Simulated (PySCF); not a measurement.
Species: C10H10.
Cartesian coordinates in Å at the PBE0-D3(BJ)/def2-SVP level; atoms count from 1:
```
atom  x, y, z in Å
C1     2.9654   -3.1937   -1.6983
C2     1.7909   -2.9479   -1.5362
C3     0.3807   -2.6370   -1.3168
C4     0.1624   -1.3540   -0.5662
C5    -0.6074   -0.3057   -0.9467
C6    -0.5458    0.7278    0.1039
C7     0.3453    0.1724    1.1410
C8     0.7577   -1.0508    0.7378
C9    -1.7394    1.6092    0.4507
C10   -0.5715    2.2168   -0.2224
H11    4.0052   -3.4147   -1.8493
H12   -0.1416   -2.5930   -2.2859
H13   -0.0776   -3.4746   -0.7596
H14   -1.1825   -0.2146   -1.8693
H15    0.6084    0.6898    2.0643
H16    1.4336   -1.7182    1.2743
H17   -1.9017    1.8129    1.5116
H18   -2.6519    1.4407   -0.1256
H19    0.1003    2.8539    0.3573
H20   -0.6500    2.4800   -1.2797
```

Computed with PySCF, PBE0-D3(BJ)/def2-SVP geometry optimisation, gas phase.

Take the most abundant isotopes and a rigid rotor. The values belong to one conformer with, in the numbering `[CH:1]#[C:2][CH2:3][C:4]1=[CH:5][C:6]2([CH:7]=[CH:8]1)[CH2:9][CH2:10]2`, C2–C3–C4–C5 126°.

Task: Give the principal moments of inertia and the rotational constants in MHz.

Result: Ia = 130.34, Ib = 713.72, Ic = 748.53 u·Å²; 505379 MHz·u·Å²/I gives A = 3877, B = 708.1, C = 675.2 MHz.

Task: What kind of rotor is it?

Result: A near-prolate asymmetric top. Ray's parameter κ = (2B − A − C)/(A − C) = -0.979; −1 is the prolate and +1 the oblate limit.

Task: What does the inertial defect say?

Result: Not planar: Δ = Ic − Ia − Ib = -95.52 u·Å². For a rigid frame Δ = −2 Σ m c², so Σ m c² = 47.76 u·Å² lies off the ab plane: 12.67 from hydrogen and 35.09 from heavier atoms. The atom farthest from that plane is 1.77 Å away.

Task: Give the other two planar moments, Paa and Pbb, and the rms extents of the mass along the axes.

Result: Paa = Σ m a² = (Ib + Ic − Ia)/2 = 665.95 and Pbb = Σ m b² = (Ia + Ic − Ib)/2 = 82.58 u·Å². With the mass M = 130.08 u, the rms extents √(P/M) along a, b and c are 2.26, 0.80, 0.61 Å.

Task: Predict some low-J microwave lines.

Result: The dipole components are |μa| = 1.47 D, |μb| = 0.38 D, |μc| = 0.09 D. Intensities carry the squares of the components, which stand as 1.00 : 0.07 : 0.00 (a : b : c). Some lines, for components of 0.1 D or more:

| type | branch | J(Ka,Kc) | MHz | lower level (cm⁻¹) |
| --- | --- | --- | --- | --- |
| a | R | 1(0,1) ← 0(0,0) | 1383 | 0.000 |
| a | R | 2(1,2) ← 1(1,1) | 2734 | 0.152 |
| a | R | 2(0,2) ← 1(0,1) | 2766 | 0.046 |
| a | R | 2(1,1) ← 1(1,0) | 2799 | 0.153 |
| b | Q | 1(1,0) ← 1(0,1) | 3202 | 0.046 |
| b | Q | 2(1,1) ← 2(0,2) | 3235 | 0.138 |
| b | R | 1(1,1) ← 0(0,0) | 4553 | 0.000 |
| b | R | 2(1,2) ← 1(0,1) | 5903 | 0.046 |
| b | Q | 2(2,0) ← 2(1,1) | 9508 | 0.246 |
| b | Q | 2(2,1) ← 2(1,2) | 9607 | 0.243 |
| b | R | 2(2,1) ← 1(1,0) | 12307 | 0.153 |
| b | R | 2(2,0) ← 1(1,1) | 12341 | 0.152 |

Task: Estimate the classical rotational partition function at 10 K, 25 K and 500 K.

Result: Point group C1, symmetry number σ = 1; q = (√π/σ)·√((kT/h)³/(ABC)), k/h = 20836.6 MHz/K: 3920 at 10 K, 15500 at 25 K, 1380000 at 500 K.

Stationary, but not proved a minimum. Constants of a rigid frame at the computed geometry: no zero-point averaging, no centrifugal distortion.
